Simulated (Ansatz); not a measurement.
Cost and result up the ladder for Ge12Mo (13 atoms). Charge 0, multiplicity 1. Geometry: PBE-D4/def2-SVP.

```csv
atom,x (Å),y (Å),z (Å)
Mo1,0.0000,0.0001,0.0000
Ge2,-1.5178,1.4314,-2.0102
Ge3,2.4116,0.6964,1.0298
Ge4,1.5190,-1.4294,2.0108
Ge5,0.0255,-2.6782,0.4338
Ge6,2.0797,1.5349,-1.3075
Ge7,-0.5489,-0.0838,2.6558
Ge8,-0.0244,2.6788,-0.4317
Ge9,-2.4113,-0.6951,-1.0316
Ge10,-0.4828,-2.0893,-1.9480
Ge11,-2.0808,-1.5354,1.3055
Ge12,0.4825,2.0877,1.9496
Ge13,0.5474,0.0820,-2.6562
```

Ansatz on 2 threads of AMD EPYC 7R13 on a shared host and a share (18 GiB) of an NVIDIA H100 80GB HBM3. Times are rough, and most runs start from the orbitals of an earlier one. No level here is sound enough to serve as a yardstick. Binding counts from free atoms at the same level (Mo septet, Ge triplet; other spins of the atoms weren't run), without zero-point energy or a counterpoise term.

In the def2 sets Mo takes a core potential; there is no spin–orbit coupling. Correlated methods freeze 108 core orbitals; core or outer-core shells of Mo, Ge are correlated, in sets that lack core-valence functions. The rows differ in basis, and correlated rows in double-zeta sets carry the largest basis error. Single mean-field runs in def2-SVP, def2-TZVP are fitted with def2-universal-jkfit. No other spin state of charge 0 was run. Another isomer (singlet) lies 0.08 eV lower at PBE0-D4/def2-TZVP; other spin states weren't run for this one.

Run but left out: HF/STO-3G (restricted singlet, unstable in another Hartree–Fock run and untested here); MP2/def2-SVP (restricted singlet, unstable towards broken spin symmetry).

Correlated methods converge slowly with the basis, most of all in double-zeta sets.

| level | functions | binding energy per atom (eV) | remarks |
| --- | --- | --- | --- |
| PBE0-D4/def2-SVP | 415 | 3.45 | restricted SCF unstable in HF |
| PBE-D4/def2-TZVP (with forces) | 616 | 3.68 | restricted SCF unstable in HF |
| RPA@PBE/def2-SVP | 415 | 2.93 | – |
| LDA (SPW92)/def2-TZVP | 616 | 4.31 | restricted SCF unstable in HF |
| PBE-D4/def2-SVP | 415 | 3.66 | – |
| PBE0-D4/def2-TZVP | 616 | 3.47 | restricted SCF unstable in HF |
| r2SCAN-D4/def2-TZVP | 616 | 3.52 | restricted SCF unstable in HF |

(1) Estimate how long each takes.

Results:

(1) PBE-D4/def2-SVP 4.4 s; PBE0-D4/def2-SVP 4.6 s; LDA (SPW92)/def2-TZVP 6 s; r2SCAN-D4/def2-TZVP 7 s; PBE0-D4/def2-TZVP 8.5 s; RPA@PBE/def2-SVP 9.5 s; PBE-D4/def2-TZVP (with forces) 9.5 s. On shared hardware such times vary by a factor of up to 3.
